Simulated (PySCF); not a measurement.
Simulation results for AlFH2N

All values are calculated (PySCF 2.14.0). Calculation on a computer-drawn molecule: vertical ionisation energy to the stated ion spin, frozen-core CCSD(T) at the basis limit and cheaper methods, single-reference cases, UHF for radicals, no spin-orbit; all values are single points at the evaluated structure, the first of each entry, which is the reference or a displaced copy of it and isn't optimised; the reference structure only sets the zero of the energies above reference; triples share is (T) over the correlation energy.

Common to all runs: charge 0; multiplicity 2; ion multiplicity 1; diffuse functions no; basis cc-pV(n+d)Z; reference is the Hartree-Fock double-zeta minimum; best is HF at quadruple zeta + MP2 correlation extrapolated from triple and quadruple zeta + CCSD(T) minus MP2 at triple zeta; basis step is the size of the change from the same recipe one zeta lower.

(1) AlFH2N

Evaluated structure:
```xyz
5
AlFH2N
N      0.2044     1.8676    -2.7445
Al    -0.3373     0.2831    -2.1767
F      0.7158    -1.1166    -2.2493
H      1.5322     2.1385    -3.3723
H     -0.2476     2.7019    -2.8345
```

Reference structure:
```xyz
5
AlFH2N
N      0.2622     1.8297    -2.7455
Al    -0.3614     0.2833    -2.1843
F      0.6736    -1.0099    -2.3041
H      1.1823     1.9706    -3.1229
H     -0.2410     2.6968    -2.7372
```

```
ionisation energy best                         : 8.566 eV
ionisation energy basis step                   : 0.06895 eV
energy above reference best                    : 53.82 kcal/mol
energy above reference basis step              : 0.1883 kcal/mol
total energy HF triple zeta                    : -397.0316 hartree
total energy CCSD(T) triple zeta               : -397.6001 hartree
total energy best                              : -397.6935 hartree
T1 diagnostic at triple zeta                   : 0.03139
D1 diagnostic at triple zeta                   : 0.1273
spin squared at triple zeta                    : 0.8494
ion T1 diagnostic at triple zeta               : 0.01832
ion D1 diagnostic at triple zeta               : 0.0473
triples share at triple zeta                   : 0.03559
basis functions triple zeta                    : 127
dipole magnitude HF at triple zeta             : 2.607 debye
dipole magnitude CCSD unrelaxed at triple zeta : 2.488 debye
dipole magnitude PBE at triple zeta            : 2.353 debye
dipole magnitude r2SCAN at triple zeta         : 2.402 debye
dipole magnitude B3LYP at triple zeta          : 2.463 debye
dipole magnitude wB97X at triple zeta          : 2.51 debye
```

Drawn bonds:
```csv
atom,other atom,order
1,2,1
2,3,1
1,4,1
1,5,1
```

Triple zeta:
```csv
method,ionisation energy (eV),energy above reference (kcal/mol)
HF,8.442,63.6
PBE,8.502,49.16
r2SCAN,8.648,53.19
B3LYP,8.639,52.84
wB97X,8.441,56.53
MP2,8.178,59.87
CCSD,8.503,55.25
CCSD(T),8.479,53.68
```

(2) AlFH2N

Evaluated structure:
```xyz
5
AlFH2N
N      0.2818     1.8006    -2.7274
Al    -0.3463     0.2932    -2.2115
F      0.6469    -1.0284    -2.3042
H      1.1866     1.9227    -3.1366
H     -0.2665     2.7125    -2.7727
```

Reference structure:
```xyz
5
AlFH2N
N      0.2622     1.8297    -2.7455
Al    -0.3614     0.2833    -2.1843
F      0.6736    -1.0099    -2.3041
H      1.1823     1.9706    -3.1229
H     -0.2410     2.6968    -2.7372
```

```
ionisation energy best                         : 8.407 eV
ionisation energy basis step                   : 0.03323 eV
energy above reference best                    : 2.651 kcal/mol
energy above reference basis step              : 0.04401 kcal/mol
total energy HF triple zeta                    : -397.1281 hartree
total energy CCSD(T) triple zeta               : -397.6816 hartree
total energy best                              : -397.7751 hartree
T1 diagnostic at triple zeta                   : 0.01385
D1 diagnostic at triple zeta                   : 0.03482
spin squared at triple zeta                    : 0.7521
ion T1 diagnostic at triple zeta               : 0.0157
ion D1 diagnostic at triple zeta               : 0.04258
triples share at triple zeta                   : 0.03216
basis functions triple zeta                    : 127
dipole magnitude HF at triple zeta             : 2.472 debye
dipole magnitude CCSD unrelaxed at triple zeta : 2.36 debye
dipole magnitude PBE at triple zeta            : 2.375 debye
dipole magnitude r2SCAN at triple zeta         : 2.394 debye
dipole magnitude B3LYP at triple zeta          : 2.411 debye
dipole magnitude wB97X at triple zeta          : 2.402 debye
```

Drawn bonds:
```csv
atom,other atom,order
1,2,1
2,3,1
1,4,1
1,5,1
```

Triple zeta:
```csv
method,ionisation energy (eV),energy above reference (kcal/mol)
HF,8.277,3.077
PBE,8.345,2.326
r2SCAN,8.483,2.457
B3LYP,8.488,2.506
wB97X,8.281,2.54
MP2,8.249,2.712
CCSD,8.342,2.625
CCSD(T),8.323,2.583
```

(3) AlFH2N

Evaluated structure:
```xyz
5
AlFH2N
N      0.2818     1.8006    -2.7274
Al    -0.3463     0.2932    -2.2115
F      0.6469    -1.0284    -2.3042
H      1.0781     1.9081    -3.0875
H     -0.2665     2.7125    -2.7727
```

Reference structure:
```xyz
5
AlFH2N
N      0.2622     1.8297    -2.7455
Al    -0.3614     0.2833    -2.1843
F      0.6736    -1.0099    -2.3041
H      1.1823     1.9706    -3.1229
H     -0.2410     2.6968    -2.7372
```

```
dipole magnitude CCSD unrelaxed at triple zeta : —
```

Drawn bonds:
```csv
atom,other atom,order
1,2,1
2,3,1
1,4,1
1,5,1
```

Q: What dipole magnitude CCSD unrelaxed at triple zeta does the calculation give for AlFH2N (entry 3)?
A: 2.376 debye

Further results for AlFH2N (entry 3):

```
ionisation energy best                 : 8.423 eV
ionisation energy basis step           : 0.03229 eV
energy above reference best            : 14.07 kcal/mol
energy above reference basis step      : 0.2085 kcal/mol
total energy HF triple zeta            : -397.1122 hartree
total energy CCSD(T) triple zeta       : -397.6630 hartree
total energy best                      : -397.7569 hartree
T1 diagnostic at triple zeta           : 0.01365
D1 diagnostic at triple zeta           : 0.03451
spin squared at triple zeta            : 0.752
ion T1 diagnostic at triple zeta       : 0.01561
ion D1 diagnostic at triple zeta       : 0.04262
triples share at triple zeta           : 0.03157
basis functions triple zeta            : 127
dipole magnitude HF at triple zeta     : 2.489 debye
dipole magnitude PBE at triple zeta    : 2.395 debye
dipole magnitude r2SCAN at triple zeta : 2.415 debye
dipole magnitude B3LYP at triple zeta  : 2.433 debye
dipole magnitude wB97X at triple zeta  : 2.419 debye
```

Triple zeta:
```csv
method,ionisation energy (eV),energy above reference (kcal/mol)
HF,8.301,13.03
PBE,8.365,14.86
r2SCAN,8.502,14.04
B3LYP,8.51,14.03
wB97X,8.298,13.99
MP2,8.27,14.25
CCSD,8.36,14
CCSD(T),8.34,14.21
```
